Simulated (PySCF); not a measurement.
C2H5FOSi2, SMILES FC1=CO[SiH2][SiH2]1. Coordinates come from a PBE-D3(BJ)/def2-SVP optimisation. This is a generated structure with no PubChem entry under its InChIKey; it may be hypothetical.

Calculation: PBE-D3(BJ)/def2-SVP in PySCF.

Harmonic wavenumbers (cm⁻¹): 80, 302, 302, 310, 316, 355, 429, 568, 587, 604, 649, 658, 669, 707, 794, 861, 902, 918, 1177, 1202, 1246, 1607, 2159, 2163, 2175, 2184, 3104. Rotational constants (GHz): 3.749, 1.933, 1.316; symmetry number 1.

Task: Work out the zero-point energy and the ideal-gas rigid-rotor harmonic-oscillator thermochemistry at 298.15 K and 1 atm.

Result: ZPE = ½ Σ hcν = ½ × 27026 cm⁻¹ = 161.65 kJ/mol. H − E(el) = 183.02 kJ/mol. Entropy in J/(mol K): translation 168.48, rotation 116.79, vibration 62.66, total 347.93. G − E(el) = 79.28 kJ/mol. Cp = 121.84 J/(mol K). Modes under 150 cm⁻¹ make the vibrational entropy uncertain.
